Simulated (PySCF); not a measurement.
# How methods differ on the excitation energy of Si

Si [Ne] 3s2 3p2 (3P) → Si [Ne] 3s1 3p2 4s1 (5P), as a difference of total energies. All numbers are calculated (PySCF 2.14, the non-relativistic Hamiltonian (point nucleus), in aug-cc-pwCVTZ (8s7p5d3f, 75 functions)). Correlated levels: valence: [Ne] frozen. The calculations carry no spin-orbit coupling.

```csv
method,excitation energy (eV)
UHF,8.594
MP2 (valence),9.718
SCS-MP2 (valence),10.086
CCSD (valence),9.990
CCSD(T) (valence),10.050
```

Question: How much does correlation contribute at CCSD(T) (valence)?

Answer: 10.050 − (8.594) = 1.456 eV, measured against UHF.

The upper state lies above the first ionisation limit, but in LS coupling its spin forbids autoionisation to the ground ion. A Rydberg-like electron needs more diffuse functions than a valence basis has.

The promoted electron is Rydberg-like, and one or two diffuse shells describe it only roughly, which tends to raise the upper state.
